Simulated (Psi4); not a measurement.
disilane (H$_{6}$Si$_{2}$), singlet, geometry from GFN2-xTB; PBE/def2-SV(P) (Psi4).

Psi4 was given this input:
```
memory 2 GB

molecule {
0 1
  Si    0.01521338   -0.00610543    1.15250795
  Si   -0.01521338    0.00610543   -1.15250795
  H     0.04345603    1.34492936    1.72063452
  H    -1.16031370   -0.66812016    1.72586040
  H     1.18472289   -0.70404486    1.69471504
  H    -0.01416071   -1.34506118   -1.72102192
  H    -1.19948647    0.67873842   -1.69465422
  H     1.14578197    0.69355841   -1.72553382
}

set basis def2-sv(p)

energy('pbe')
print_variables()
```

What the program printed (banner, timings and long lists left out):

```
   => Loading Basis Set <=

    Name: DEF2-SV(P)
    Role: ORBITAL
    Keyword: BASIS

         ---------------------------------------------------------
                                   SCF
               by Justin Turney, Rob Parrish, Andy Simmonett
                          and Daniel G. A. Smith
                              RKS Reference
         ---------------------------------------------------------

  ==> Geometry <==

    Molecular point group: c1
    Full point group: C1

    Geometry (in Angstrom), charge = 0, multiplicity = 1:

       Center              X                  Y                   Z               Mass
    ------------   -----------------  -----------------  -----------------  -----------------
         SI           0.015213379837    -0.006105429837     1.152507950000    27.976926534650
         SI          -0.015213380163     0.006105430163    -1.152507950000    27.976926534650
         H            0.043456029837     1.344929360163     1.720634520000     1.007825032230
         H           -1.160313700163    -0.668120159837     1.725860400000     1.007825032230
         H            1.184722889837    -0.704044859837     1.694715040000     1.007825032230
         H           -0.014160710163    -1.345061179837    -1.721021920000     1.007825032230
         H           -1.199486470163     0.678738420163    -1.694654220000     1.007825032230
         H            1.145781969837     0.693558410163    -1.725533820000     1.007825032230

  Running in c1 symmetry.

  Rotational constants: A =      1.52021  B =      0.17264  C =      0.17264 [cm^-1]
  Rotational constants: A =  45574.75280  B =   5175.70574  C =   5175.70574 [MHz]
  Nuclear repulsion =   91.915257744226423

  Charge       = 0
  Multiplicity = 1
  Electrons    = 34
  Nalpha       = 17
  Nbeta        = 17

  ==> Algorithm <==

  SCF Algorithm Type is DF.
  DIIS enabled.
  MOM disabled.
  Fractional occupation disabled.
  Guess Type is SAD.
  Energy threshold   = 1.00e-06
  Density threshold  = 1.00e-06
  Integral threshold = 1.00e-12

  ==> Primary Basis <==

  Basis Set: DEF2-SV(P)
    Blend: DEF2-SV(P)
    Number of shells: 28
    Number of basis functions: 48
    Number of Cartesian functions: 50
    Spherical Harmonics?: true
    Max angular momentum: 2

  ==> DFT Potential <==

   => LibXC <=

    Version 7.1.2
    S. Lehtola, C. Steigemann, M. J. T. Oliveira, and M. A. L. Marques,  SoftwareX 7, 1–5 (2018) (10.1016/j.softx.2017.11.002)

   => Composite Functional: PBE <=

    PBE GGA Exchange-Correlation Functional

    J.P. Perdew et. al., Phys. Rev. Lett., 77(18), 3865-3868, 1996

    Deriv               =              1
    GGA                 =           TRUE
    Meta                =          FALSE

    Exchange Hybrid     =          FALSE
    MP2 Hybrid          =          FALSE

   => Exchange Functionals <=

    1.0000     XC_GGA_X_PBE

   => Correlation Functionals <=

    1.0000     XC_GGA_C_PBE

   => LibXC Density Thresholds  <==

    XC_GGA_C_PBE:  1.00E-12
    XC_GGA_X_PBE:  1.00E-15

   => Molecular Quadrature <=

    Radial Scheme          =       TREUTLER
    Pruning Scheme         =           NONE
    Nuclear Scheme         =       TREUTLER

    Blocking Scheme        =         OCTREE
    BS radius alpha        =              1
    Pruning alpha          =              1
    Radial Points          =             75
    Spherical Points       =            302
    Total Points           =         173255
    Total Blocks           =           1376
    Max Points             =            256
    Max Functions          =             47
    Weights Tolerance      =       1.00E-15

   => Loading Basis Set <=

    Name: (DEF2-SV(P) AUX)
    Role: JKFIT
    Keyword: DF_BASIS_SCF

  ==> Integral Setup <==

  SCF_SUBTYPE=INCORE selected. In-core MEM_DF algorithm will be used.
  Using in-core AOs.

  ==> MemDFJK: Density-Fitted J/K Matrices <==

    J tasked:                   Yes
    K tasked:                    No
    wK tasked:                   No
    Algorithm:                 Core
    Schwarz Cutoff:           1E-12
    Mask sparsity (%):       0.4340
    Fitting Condition:        1E-10

   => Auxiliary Basis Set <=

  Basis Set: (DEF2-SV(P) AUX)
    Blend: DEF2-UNIVERSAL-JKFIT
    Number of shells: 112
    Number of basis functions: 364
    Number of Cartesian functions: 430
    Spherical Harmonics?: true
    Max angular momentum: 4

  Minimum eigenvalue in the overlap matrix is 4.8181643320E-03.
  Reciprocal condition number of the overlap matrix is 1.0669312481E-03.
    Using symmetric orthogonalization.

  ==> Pre-Iterations <==

  SCF Guess: Superposition of Atomic Densities via on-the-fly atomic UHF (no occupation information).

   -------------------------
    Irrep   Nso     Nmo
   -------------------------
     A         48      48
   -------------------------
    Total      48      48
   -------------------------

  ==> Iterations <==

                           Total Energy        Delta E     RMS |[F,P]|

   @DF-RKS iter SAD:  -581.70808286125987   -5.81708e+02   0.00000e+00
   @DF-RKS iter   1:  -581.97751293876343   -2.69430e-01   5.87355e-03 ADIIS/DIIS
   @DF-RKS iter   2:  -582.01457924651481   -3.70663e-02   4.59407e-03 ADIIS/DIIS
   @DF-RKS iter   3:  -582.05140697358775   -3.68277e-02   8.87401e-04 ADIIS/DIIS
   @DF-RKS iter   4:  -582.05299796269799   -1.59099e-03   9.73071e-05 DIIS
   @DF-RKS iter   5:  -582.05301853086905   -2.05682e-05   5.75112e-06 DIIS
   @DF-RKS iter   6:  -582.05301860269594   -7.18269e-08   2.75080e-07 DIIS
  Energy and wave function converged.

  ==> Post-Iterations <==

   Electrons on quadrature grid:
      Ntotal   =   33.9999990180 ; deviation = -9.820e-07

    Orbital Energies [Eh]
    ---------------------

    Doubly Occupied:

[...]
    Virtual:

[...]
      48A      0.955510

    Final Occupation by Irrep:
              A
    DOCC [    17 ]
    NA   [    17 ]
    NB   [    17 ]

  @DF-RKS Final Energy:  -582.05301860269594

   => Energetics <=

    Nuclear Repulsion Energy =             91.9152577442264231
    One-Electron Energy =                -988.5908706518001736
    Two-Electron Energy =                 358.3262519854154107
    DFT Exchange-Correlation Energy =     -43.7036576805376598
    Empirical Dispersion Energy =           0.0000000000000000
    VV10 Nonlocal Energy =                  0.0000000000000000
    Total Energy =                       -582.0530186026959427

Computation Completed

Properties will be evaluated at   0.000000,   0.000000,   0.000000 [a0]

Properties computed using the SCF density matrix

 Multipole Moments:

 ------------------------------------------------------------------------------------
     Multipole            Electronic (a.u.)      Nuclear  (a.u.)        Total (a.u.)
 ------------------------------------------------------------------------------------

 L = 1.  Multiply by 2.5417464519 to convert [e a0] to [Debye]
 Dipole X            :          0.0000034            0.0000000            0.0000034
 Dipole Y            :         -0.0000000           -0.0000000           -0.0000000
 Dipole Z            :          0.0000003            0.0000000            0.0000003
 Magnitude           :                                                    0.0000034

 ------------------------------------------------------------------------------------

  Variable Map:
  ----------------------------------------------------------------------------
[...]
  Array Variable Map:
  ----------------------------------------------------------------------------
[...]
[...]
```
